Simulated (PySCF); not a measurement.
**Zr(2+) (zirconium, charge +2) across methods**

[Kr] 4d1 5s1, high-spin 3D determinant (an excited configuration). Calculation: PySCF 2.14, in dyall-av2z (22s15p11d2f, 136 functions); no relativity, point nucleus.

```csv
method,E (hartree),mean ε 4p β (eV),mean ε 4d α (eV),mean ε 5s α (eV),Σ⟨r²⟩ (bohr²),⟨S²⟩
B3LYP,-3540.15,-51.477,-22.166,-18.243,36.57,2.001
PBE,-3539.67,-49.679,-21.122,-17.636,36.56,2.001
LDA,-3535.92,-49.870,-20.999,-17.912,36.49,2.000
PBE0,-3539.79,-51.925,-22.558,-18.276,36.58,2.001
revPBE,-3539.86,-49.661,-21.131,-17.554,36.57,2.001
UHF,-3538.25669,-57.319,-26.041,-19.752,37.07,2.002
r2SCAN,-3540.10,-50.505,-21.503,-17.743,36.66,2.001
```

Question: Estimate the same row for r2SCAN0.

Answer: E (hartree) = -3540.12; mean ε 4p β (eV) = -52.468; mean ε 4d α (eV) = -22.814; mean ε 5s α (eV) = -18.394; Σ⟨r²⟩ (bohr²) = 36.64; ⟨S²⟩ = 2.001.

A non-relativistic calculation at this Z misses sizeable relativistic shifts.
